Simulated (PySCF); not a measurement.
A GIAO shielding run with PySCF 2.14.0 with density-fitted response routines (density fitting, non-relativistic, gas phase) on SMILES FCCC([SiH3])([SiH3])CF, C$_{4}$H$_{12}$F$_{2}$Si$_{2}$:

```
$ OMP_NUM_THREADS=1 python probes_run.py task.json out

{"job": {"kind": "nmr", "xc": "PBE0", "basis": "pcSseg-1"}, "charge": 0, "multiplicity": 1}
F      2.222214    -1.571993    -0.113904
C      2.127985    -0.348615     0.514083
C      1.123713     0.539749    -0.203127
C     -0.347307     0.131362    -0.048786
Si    -1.375473     1.215593    -1.255319
Si    -0.631898    -1.732092    -0.394496
C     -0.820518     0.424390     1.362057
F     -0.762504     1.778801     1.639829
H      1.846345    -0.554666     1.550301
H      3.130541     0.090492     0.486055
H      1.256932     1.557749     0.173019
H      1.389800     0.539691    -1.262932
H     -1.062466     2.625993    -1.035025
H     -1.008260     0.837246    -2.620901
H     -2.796814     0.970012    -1.013918
H     -0.123672    -2.541167     0.712783
H     -2.083829    -1.935387    -0.462054
H     -0.013756    -2.088543    -1.664160
H     -0.210518    -0.060200     2.132190
H     -1.865664     0.132264     1.501268
```

Hardware: 1 thread of an AMD EPYC 9R45 96-Core, shared host. The job also computes population analyses, field gradients.

(1) How large is the calculation?

(2) How long does it take, and how much memory does it need?

Results:

(1) 82 electrons, 210 basis functions and 1136 auxiliary functions.

(2) 29 s of wall time, with 13 SCF cycles and 4 response iterations; peak memory 1 GiB. Times on a shared host scatter by some tens of per cent.
